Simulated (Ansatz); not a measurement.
One change: `CC(C)(O)F` becomes `BC(C)(C)O`.

Ansatz, PBE0-D4/def2-TZVP geometries, multiplicity 1. Each molecule was computed in one conformer, which needn't be the lowest.

```tsv
property	`CC(C)(O)F`
LUMO energy (PBE0/def2-TZVPP) / eV	0.91
ideal-gas entropy at 298 K and 1 bar (rigid rotor, harmonic PBE0-D4/def2-TZVP) / J/(mol·K)	312
HOMO energy (ωB97M-V/def2-TZVPP) / eV	-11.25
size of the dipole moment (PBE/def2-TZVPP) / D	1.80
LUMO energy (ωB97M-V/def2-TZVPP) / eV	2.32
HOMO–LUMO gap (PBE0/def2-TZVPP) / eV	9.71
```

Q: What does the change do to each property? (Estimate.)

A: The calculation gave: 
```csv
property,`BC(C)(C)O`,shift
LUMO energy (PBE0/def2-TZVPP) / eV,0.47,-0.44
"ideal-gas entropy at 298 K and 1 bar (rigid rotor, harmonic PBE0-D4/def2-TZVP) / J/(mol·K)",316,4
HOMO energy (ωB97M-V/def2-TZVPP) / eV,-10.04,1.21
size of the dipole moment (PBE/def2-TZVPP) / D,2.63,0.83
LUMO energy (ωB97M-V/def2-TZVPP) / eV,1.98,-0.34
HOMO–LUMO gap (PBE0/def2-TZVPP) / eV,8.20,-1.51
```

With PBE0 the HOMO rises by 1.07 eV and the LUMO falls by 0.44 eV, so the gap narrows by about 1.51 eV. PBE moves the HOMO by 0.66 eV and ωB97M-V by 1.21 eV. The zero-point energy changes by 50.6 kJ/mol with +6 modes. Dipoles are sizes alone; their direction can turn.
